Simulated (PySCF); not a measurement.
## TPSS on Sc²⁺ (scandium, charge +2)

Configuration: [Ar] 3d1, 2D determinant. Calculation: PySCF 2.14, in x2c-TZVPall; scalar relativity by spin-free X2C-1e.

* Total energy: -763.488 hartree
* One-electron energy: -1033.435 hartree
* Hartree (Coulomb) energy: 308.881 hartree
* Exchange-correlation energy: -38.935 hartree
* ⟨S²⟩: 0.7504
* ⟨L²⟩: 6.005
* Sum of ⟨r⟩: 13.36 bohr
* Sum of ⟨r²⟩: 16.27 bohr²
* Traceless quadrupole moment −½Σ⟨3z² − r²⟩ along its main axis: 0.847 e·bohr²
* Langevin diamagnetic susceptibility: -12.9 ×10⁻⁶ cm³/mol
* Time after the integrals: 0.84 s of wall time on 1 thread of Intel(R) Xeon(R) 6975P-C (shared host)

| shell | electrons | mean orbital energy (eV) | spread (eV) | rms radius, mean of both spins (bohr) |
| --- | --- | --- | --- | --- |
| 1s β | 1 | -4421.9 | 0 | 0.0844 |
| 1s α | 1 | -4421.9 | 0 | 0.0844 |
| 2s α | 1 | -492.07 | 0 | 0.373 |
| 2s β | 1 | -491.84 | 0 | 0.373 |
| 2p α | 3 | -404.59 | 0.334 | 0.342 |
| 2p β | 3 | -404.40 | 0.534 | 0.342 |
| 3s α | 1 | -71.401 | 0 | 1.15 |
| 3s β | 1 | -70.576 | 0 | 1.15 |
| 3p α | 3 | -49.521 | 0.346 | 1.26 |
| 3p β | 3 | -48.660 | 1.377 | 1.26 |
| 3d α | 1 | -18.691 | 0 | 1.76 |

Densities and radii are taken from the X2C orbitals without a picture-change correction, which distorts them close to the nucleus.
